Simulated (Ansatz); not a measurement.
C$_{2}$H$_{7}$GaO, SMILES `C[CH](O)[GaH2]`, relaxed with RKS PBE0-D4/def2-TZVP in the Gaussian-basis code of Ansatz from a GFN2-xTB geometry. The force threshold is 0.005 eV/Å; the program also tests the step.

Charge 0, multiplicity 1.

Start:

```xyz
11

C     0.604    1.225   -0.416
C     0.550   -0.135    0.254
O    -0.099   -1.122   -0.660
Ga   -1.145   -0.818    1.087
H     1.123    1.927    0.233
H     1.132    1.184   -1.373
H    -0.410    1.592   -0.595
H     1.563   -0.497    0.466
H     0.334   -1.122   -1.525
H    -2.444   -0.037    0.728
H    -1.207   -2.198    1.800
```

```json
{"step": "1", "energy (eV)": "-56602.1181", "largest force (eV/Å)": "0.876", "largest move (Å)": "0.000"}
{"step": "2", "energy (eV)": "-56602.2111", "largest force (eV/Å)": "0.589", "largest move (Å)": "0.105"}
{"step": "3", "energy (eV)": "-56602.2608", "largest force (eV/Å)": "0.307", "largest move (Å)": "0.058"}
{"step": "4", "energy (eV)": "-56602.2781", "largest force (eV/Å)": "0.336", "largest move (Å)": "0.081"}
{"step": "5", "energy (eV)": "-56602.2861", "largest force (eV/Å)": "1.479", "largest move (Å)": "0.130"}
{"step": "6", "energy (eV)": "-56602.3214", "largest force (eV/Å)": "0.308", "largest move (Å)": "0.116"}
{"step": "7", "energy (eV)": "-56602.3266", "largest force (eV/Å)": "0.084", "largest move (Å)": "0.042"}
{"step": "8", "energy (eV)": "-56602.3287", "largest force (eV/Å)": "0.096", "largest move (Å)": "0.021"}
{"step": "9", "energy (eV)": "-56602.3305", "largest force (eV/Å)": "0.109", "largest move (Å)": "0.040"}
{"step": "10 (rejected)", "energy (eV)": "-56602.3240", "largest force (eV/Å)": "0.945", "largest move (Å)": "0.195"}
{"step": "11", "energy (eV)": "-56602.3362", "largest force (eV/Å)": "0.133", "largest move (Å)": "0.098"}
{"step": "12", "energy (eV)": "-56602.3405", "largest force (eV/Å)": "0.348", "largest move (Å)": "0.099"}
{"step": "13", "energy (eV)": "-56602.3438", "largest force (eV/Å)": "0.309", "largest move (Å)": "0.150"}
{"step": "14", "energy (eV)": "-56602.3492", "largest force (eV/Å)": "0.390", "largest move (Å)": "0.071"}
{"step": "15", "energy (eV)": "-56602.3527", "largest force (eV/Å)": "0.179", "largest move (Å)": "0.071"}
{"step": "16", "energy (eV)": "-56602.3551", "largest force (eV/Å)": "0.126", "largest move (Å)": "0.038"}
{"step": "17", "energy (eV)": "-56602.3555", "largest force (eV/Å)": "0.062", "largest move (Å)": "0.050"}
{"step": "18", "energy (eV)": "-56602.3563", "largest force (eV/Å)": "0.017", "largest move (Å)": "0.018"}
{"step": "19", "energy (eV)": "-56602.3565", "largest force (eV/Å)": "0.011", "largest move (Å)": "0.007"}
{"step": "20", "energy (eV)": "-56602.3565", "largest force (eV/Å)": "0.012", "largest move (Å)": "0.013"}
{"step": "21", "energy (eV)": "-56602.3565", "largest force (eV/Å)": "0.005", "largest move (Å)": "0.004"}
```

End:

```xyz
11

C     0.659    1.174   -0.423
C     0.526   -0.192    0.185
O     0.155   -1.209   -0.817
Ga   -1.102   -0.826    1.098
H     0.974    1.892    0.339
H     1.407    1.190   -1.225
H    -0.292    1.533   -0.830
H     1.473   -0.536    0.600
H    -0.296   -0.762   -1.541
H    -2.441   -0.210    0.548
H    -1.063   -2.055    2.066
```

It took 58 s on 2 threads of an AMD EPYC 7R13 on a shared host and a share of an NVIDIA H100 80 GB, with 0.85 GiB of host memory at the peak.
